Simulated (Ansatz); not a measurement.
Geometry optimisation, Ansatz, RKS B3LYP-D4/def2-SVP.

The input (input.yaml):

```yaml
crystal:
  periodic: [false, false, false]
  atoms:
    - { symbol: Zn, position_ang: [-0.287935, -0.05102, 0.096097] }
    - { symbol: O, position_ang: [-0.287223, 0.032337, 1.879472] }
    - { symbol: H, position_ang: [-1.124295, -0.164257, 2.319264] }
    - { symbol: O, position_ang: [-0.181849, 0.013074, -1.677036] }
    - { symbol: H, position_ang: [0.135942, -0.811323, -2.07173] }
    - { symbol: H, position_ang: [2.315094, -0.572359, 0.889096] }
    - { symbol: H, position_ang: [1.808366, -0.487051, 1.392637] }
basis:
  gaussian: { orbitals: def2-SVP }
hamiltonian:
  xc: b3lyp
  dispersion: d4
relax:
  f_tol: 0.03
  max_steps: 50
output:
  orbitals: {}
```

Command:

```bash
$ ansatz run input.yaml --threads 1 --pin off --max-ram 2048MiB --backend cpu --events-out ev --progress --plain --runs-dir out
```

Problem. Where does it end, and by what steps?

Solution. The forces met the threshold. The force dipped under the threshold on the way, but the program's further checks kept it going. After 19 steps the energy has fallen by 0.095 eV; H6 moved furthest, 1.01 Å.

| step | energy less start (eV) | largest force component (eV/Å) | accepted |
| --- | --- | --- | --- |
| 0 | 0.0000 | 1.305 | yes |
| 1 | -0.0474 | 0.151 | yes |
| 2 | -0.0473 | 0.512 | no |
| 3 | -0.0510 | 0.075 | yes |
| 4 | -0.0482 | 0.661 | no |
| 5 | -0.0538 | 0.144 | yes |
| 6 | -0.0565 | 0.199 | yes |
| 7 | -0.0601 | 0.290 | yes |
| 8 | -0.0626 | 0.423 | yes |
| 9 | -0.0739 | 0.149 | yes |
| 10 | -0.0742 | 0.444 | yes |
| 11 | -0.0112 | 1.789 | no |
| 12 | -0.0851 | 0.070 | yes |
| 13 | -0.0877 | 0.157 | yes |
| 14 | -0.0903 | 0.137 | yes |
| 15 | -0.0914 | 0.257 | yes |
| 16 | -0.0928 | 0.145 | yes |
| 17 | -0.0943 | 0.028 | yes |
| 18 | -0.0947 | 0.033 | yes |
| 19 | -0.0949 | 0.028 | yes |

```xyz
7
Properties=species:S:1:pos:R:3
Zn -0.510 -0.011 -0.167
O -0.268 0.321 1.567
H -0.507 -0.414 2.147
O -0.830 -0.197 -1.900
H -0.054 -0.456 -2.416
H 2.615 -0.813 1.818
H 1.932 -0.471 1.779
```

Whether the end is a true minimum wasn't checked by a vibrational analysis.

Time of the run: 51 s on 1 thread of Arm Neoverse V2 (shared host), peak memory 0.15 GiB.
